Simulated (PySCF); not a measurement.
**Broadened absorption spectrum of C3H8F3NSi**

C3H8F3NSi.
Z-matrix (Å and degrees, GFN2-xTB geometry), rows numbered from 1:
```
C 
C   1  1.5287
N   2  1.4307  1  111.81
Si  3  1.7277  2  124.13  1   152.48
C   2  1.5356  1  108.95  3  -122.80
F   5  1.3428  2  111.93  1    66.09
F   5  1.3415  2  112.35  1  -174.24
F   5  1.3426  2  112.83  1   -54.10
H   1  1.0883  2  110.09  3    62.06
H   1  1.0867  2  110.70  3  -177.39
H   1  1.0858  2  109.02  3   -57.21
H   2  1.0951  1  110.51  3   120.80
H   3  1.0095  2  111.58  1   -55.80
H   4  1.4629  3  103.87  2   -49.87
H   4  1.4597  3  102.54  2  -168.32
H   4  1.4655  3  115.72  2    70.68
```

Theory: TDDFT B3LYP/def2-SVPD, vertical, gas phase, core orbitals frozen in the response in PySCF 2.14.0, density-fitted response routines.

Computed states:

```
state  E (eV)       f
   S1    6.02  0.0087
   S2    6.88  0.0067
   S3    7.10  0.0003
   S4    7.14   0.024
   S5    7.23  0.0052
   S6    7.68   0.030
   S7    7.86   0.027
   S8    8.28   0.045
```

Each state is given a Gaussian of 0.4 eV full width at half maximum, with ε(max) = 2.175×10⁸ f / Δν̃ (Δν̃ the width in cm⁻¹). The width is an assumption, not a result. The curve ends short of the highest state used, and states not computed would add to its high-energy end.

(1) Give the broadened spectrum and its maxima.

(2) On this curve, what absorbance would a 10⁻⁴ mol/L sample give at 193 nm over a 1 cm path?

(3) Does any computed singlet lie in the visible range?

(4) Coming from long wavelengths, where does ε first pass 100 L mol⁻¹ cm⁻¹?

## Answers

(1) 
```csv
E (eV),ε (L mol⁻¹ cm⁻¹)
5.42,1
5.50,5
5.58,21
5.65,55
5.73,137
5.81,274
5.89,438
5.97,561
6.04,581
6.12,491
6.20,332
6.28,181
6.36,82
6.43,45
6.51,51
6.59,113
6.67,243
6.75,454
6.82,715
6.90,1098
6.98,1541
7.06,1926
7.14,2081
7.21,1952
7.29,1599
7.37,1301
7.45,1340
7.53,1801
7.60,2419
7.68,3073
```

Maxima: 206 nm (6.02 eV), ε about 590, made up of S1 (100%); 174 nm (7.14 eV), ε about 2100, made up of S4 (77%) and S5 (14%) (ε in L mol⁻¹ cm⁻¹; maxima over ε = 5, shares over 10%). At its high-energy end, 7.68 eV, the curve is still rising (ε about 3100, from S6 and S7).

(2) 193 nm is 6.424 eV, where ε is about 46 L mol⁻¹ cm⁻¹, so A = ε c l ≈ 0.0046 (Beer–Lambert, with the gas-phase spectrum and the assumed width).

(3) No computed singlet lies in the visible range (380 to 750 nm); the lowest, at 206 nm, stands 2.76 eV above its violet end (3.26 eV).

(4) At about 218 nm (5.70 eV), 0.32 eV below S1.

One conformer stands for the species.
